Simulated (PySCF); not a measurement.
# Polarisability and C₆ of Si (silicon, neutral)

[Ne] 3s2 3p2, high-spin 3P determinant. Calculation: PySCF 2.14, in aug-cc-pV(Q+d)Z; no relativity, point nucleus. Coupled (time-dependent) response in atomic units; α is the mean over directions.

```csv
method,mean α (bohr³),"α xx, yy, zz",C₆ (like pair),S(−4)
UHF,38.48,"32.62, 41.42, 41.42",316.1,560.2
PBE,41.76,"34.06, 45.62, 45.62",343.1,773.6
PBE0,39.85,"33.08, 43.23, 43.23",325.6,656.8
MN15,41.55,"34.18, 45.23, 45.23",335.4,765.3
BLYP,42.77,"34.52, 46.90, 46.90",351.3,846.5
```

S(−4) is the Cauchy moment in α(ω) = α(0) + S(−4) ω² + …

Reference α: 37.3 ± 0.7 bohr³ (recommended; Schwerdtfeger and Nagle, table of static dipole polarizabilities (2023 update)). Published C₆: 305.0 (Chu and Dalgarno (2004); Tang, Norbeck and Certain (1976)).

α(iu) at PBE0:

```json
{"u (hartree)": "0", "α(iu) (bohr³)": "39.85"}
{"u (hartree)": "0.0500", "α(iu) (bohr³)": "38.29"}
{"u (hartree)": "0.100", "α(iu) (bohr³)": "34.46"}
{"u (hartree)": "0.200", "α(iu) (bohr³)": "25.34"}
{"u (hartree)": "0.300", "α(iu) (bohr³)": "18.13"}
{"u (hartree)": "0.500", "α(iu) (bohr³)": "9.865"}
{"u (hartree)": "0.750", "α(iu) (bohr³)": "5.375"}
{"u (hartree)": "1.00", "α(iu) (bohr³)": "3.350"}
{"u (hartree)": "1.50", "α(iu) (bohr³)": "1.681"}
{"u (hartree)": "2.00", "α(iu) (bohr³)": "1.033"}
{"u (hartree)": "3.00", "α(iu) (bohr³)": "0.5336"}
{"u (hartree)": "5.00", "α(iu) (bohr³)": "0.2422"}
```

A single London oscillator, α(iu) = α/(1 + u²/ω²), gives C₆ = (3/4) ω α². Matching the computed C₆ needs ω = 4 × 325.6 / (3 × 39.85²) = 0.273 hartree.

The components differ because the open shell of this determinant is not spherical; for a pure term their mean is the scalar polarisability.
